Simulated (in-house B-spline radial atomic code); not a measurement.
Ionising V¹⁰⁺ with different functionals

Computed with a B-spline radial code for spherical atoms: four-component Dirac-Coulomb Hamiltonian, Fermi nucleus of rms radius 3.6002 fm, spin-restricted, spherical fractional occupations for the functionals. The ionisation energy is the difference of two self-consistent energies, [Ne] 3s2 3p1 → [Ne] 3s2, without Breit or QED terms; ε is the level of the shell that loses the electron (mean over j). The electron is taken from both j subshells in proportion to 2j + 1, so the result is a j average, not the step between ground levels.

Hybrids are left out here: with spherical fractional occupations of an open shell their exact exchange keeps a self-interaction that integer-occupation calculations don't have.

| method | rung | ΔSCF (eV) | -ε(3p) (eV) |
| --- | --- | --- | --- |
| LDA VWN5 | LDA | 254.68 | 241.22 |
| relativistic LDA | LDA | 254.62 | 241.16 |
| LDA PW92 | LDA | 254.67 | 241.21 |
| LDA exchange-only | LDA | 252.72 | 239.24 |
| PBE | GGA | 254.34 | 240.96 |
| PBEsol | GGA | 254.24 | 240.87 |
| BLYP | GGA | 254.49 | 241.04 |
| RPBE | GGA | 254.15 | 240.83 |
| PW91 | GGA | 254.59 | 241.19 |
| BP86 | GGA | 254.54 | 241.15 |
| AM05 | GGA | 254.23 | 240.87 |
| OLYP | GGA | 254.27 | 241.08 |

(1) How do they compare with the NIST value?

## Answers

(1) NIST lists 254.8 eV ± 0.4 (semi-empirical, ground level to ground level). Errors run from -2.08 to -0.12 eV; LDA VWN5 is closest (-0.12 eV), though others lie within the uncertainty of it, and part of that can be cancellation, since the calculations leave out Breit-QED terms, spin polarisation, the choice among j levels, multiplet and fine-structure energies.
